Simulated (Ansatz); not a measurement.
## Cost against result

Saddle point of BH₂SeF₃, closed shell (BF₃ ([F][B]([F])[F]) + H₂Se → BHSeF₂ ([F][B]([F])[SeH]) + HF; bonds formed: B1–Se6, F2–H5; bonds broken: B1–F2, H5–Se6), PBE0-D4/def2-TZVP structure:

| atom | x (Å) | y (Å) | z (Å) |
| --- | --- | --- | --- |
| B1 | -0.2904 | -0.6623 | 0.1569 |
| F2 | -1.1477 | 0.2426 | -0.8313 |
| F3 | -0.1860 | -1.8687 | -0.3902 |
| F4 | -0.7994 | -0.5360 | 1.3771 |
| H5 | -0.1674 | 0.7990 | -0.9598 |
| Se6 | 1.4512 | 0.5452 | -0.2207 |
| H7 | 1.1396 | 1.4801 | 0.8678 |

Barriers are electronic and count from the start structure reached by relaxing down the imaginary mode.

Program: Ansatz 0.2.0. Basis: as named in each row. Cores are frozen in the correlated methods. Filled d shells of the heavier atoms are correlated. The def2 sets are not built for correlating such inner shells, so the correlated values are less sure here. B3LYP uses VWN-RPA correlation. Extrapolation: Hartree–Fock as exp(−7.88 √X), correlation as X^−2.97.

Times are rough, for one single point on 4 threads of a shared host (Arm Neoverse V1).

The estimate by CCSD(T) at an estimated basis limit (MP2 extrapolated from triple and quadruple zeta, plus CCSD(T) − MP2 in triple zeta) is 1.569 eV.

```json
{"method": "HF", "basis": "STO-3G", "time (s)": "under 1", "barrier (eV)": "1.712", "method less estimate": "0.143"}
{"method": "PBE-D4", "basis": "STO-3G", "time (s)": "under 1", "barrier (eV)": "0.348", "method less estimate": "-1.221"}
{"method": "SPW92", "basis": "def2-SVP", "time (s)": "under 1", "barrier (eV)": "0.729", "method less estimate": "-0.840"}
{"method": "PBE-D4", "basis": "def2-SVP", "time (s)": "under 1", "barrier (eV)": "1.065", "method less estimate": "-0.504"}
{"method": "B3LYP-D4", "basis": "6-31G", "time (s)": "under 1", "barrier (eV)": "1.348", "method less estimate": "-0.221"}
{"method": "SPW92", "basis": "def2-TZVPP", "time (s)": "under 1", "barrier (eV)": "0.855", "method less estimate": "-0.714"}
{"method": "PBE0-D4", "basis": "def2-SVP", "time (s)": "1", "barrier (eV)": "1.279", "method less estimate": "-0.290"}
{"method": "PBE-D4", "basis": "def2-TZVPP", "time (s)": "2", "barrier (eV)": "1.175", "method less estimate": "-0.394"}
{"method": "BLYP-D4", "basis": "def2-TZVPP", "time (s)": "2", "barrier (eV)": "1.438", "method less estimate": "-0.131"}
{"method": "BHLYP-D4", "basis": "def2-TZVPP", "time (s)": "2", "barrier (eV)": "1.796", "method less estimate": "0.227"}
{"method": "PBE0-D4", "basis": "def2-TZVPP", "time (s)": "2", "barrier (eV)": "1.367", "method less estimate": "-0.202"}
{"method": "B3LYP-D4", "basis": "def2-TZVPP", "time (s)": "2", "barrier (eV)": "1.565", "method less estimate": "-0.004"}
{"method": "CAM-B3LYP-D4", "basis": "def2-TZVPP", "time (s)": "3", "barrier (eV)": "1.579", "method less estimate": "0.009"}
{"method": "r2SCAN-D4", "basis": "def2-TZVPP", "time (s)": "3", "barrier (eV)": "1.335", "method less estimate": "-0.234"}
{"method": "RPA on PBE", "basis": "def2-TZVPP", "time (s)": "4", "barrier (eV)": "1.542", "method less estimate": "-0.027"}
{"method": "B2PLYP", "basis": "def2-TZVPP", "time (s)": "4", "barrier (eV)": "1.577", "method less estimate": "0.008"}
{"method": "wB97M-V", "basis": "def2-SVP", "time (s)": "4", "barrier (eV)": "1.387", "method less estimate": "-0.182"}
{"method": "r2SCAN0-D4", "basis": "def2-TZVPP", "time (s)": "4", "barrier (eV)": "1.468", "method less estimate": "-0.101"}
{"method": "PBE-QIDH", "basis": "def2-TZVPP", "time (s)": "4", "barrier (eV)": "1.482", "method less estimate": "-0.087"}
{"method": "CCSD(T)", "basis": "def2-SVP", "time (s)": "6", "barrier (eV)": "1.713", "method less estimate": "0.144"}
{"method": "B97M-V", "basis": "def2-TZVPP", "time (s)": "6", "barrier (eV)": "1.598", "method less estimate": "0.029"}
{"method": "wB97X-V", "basis": "def2-TZVPP", "time (s)": "6", "barrier (eV)": "1.518", "method less estimate": "-0.051"}
{"method": "wB97M-V", "basis": "def2-TZVPP", "time (s)": "7", "barrier (eV)": "1.503", "method less estimate": "-0.066"}
{"method": "MP2", "basis": "def2-QZVPP", "time (s)": "16", "barrier (eV)": "1.471", "method less estimate": "-0.098"}
{"method": "CCSD(T)", "basis": "def2-TZVPP", "time (s)": "130", "barrier (eV)": "1.584", "method less estimate": "0.015"}
```

All methods are single points on the PBE0-D4 structures.

The T1 diagnostic stays at or below 0.012.

Labels in which every atom is bracketed show which atoms are joined, not bond orders.
